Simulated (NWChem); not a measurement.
H$_{6}$Al$_{2}$

SMILES: [AlH3].[AlH3]
```xyz
8

Al     0.0000     0.0000    -1.3039
Al     0.0000     0.0000     1.3039
H      0.0000    -1.1587     0.0000
H     -1.4236     0.0000    -1.9931
H      1.4236     0.0000    -1.9931
H      0.0000     1.1587     0.0000
H     -1.4236     0.0000     1.9931
H      1.4236     0.0000     1.9931
```
Charge 0, spin multiplicity 1.

The numbers come from NWChem runs, not from measurements. The geometry was optimised at PBE0/def2-SVP, a minimum by its harmonic frequencies.

Symmetry labels belong to the abelian group D2h used in the runs, with the axes of the coordinates shown.

B3LYP has NWChem's definition, with VWN1-RPA local correlation. The structure started from a generated list of species.

Task: List the lowest 3 singlet excitations that TD-B3LYP/aug-cc-pVDZ, VWN1-RPA local correlation gives, with oscillator strengths.

Result: 
| state | symmetry | energy (eV) | wavelength (nm) | f |
|---|---|---|---|---|
| 1 | b1g | 6.09 | 204 | 0.000 |
| 2 | au | 6.48 | 191 | 0.000 |
| 3 | b3g | 6.72 | 185 | 0.000 |
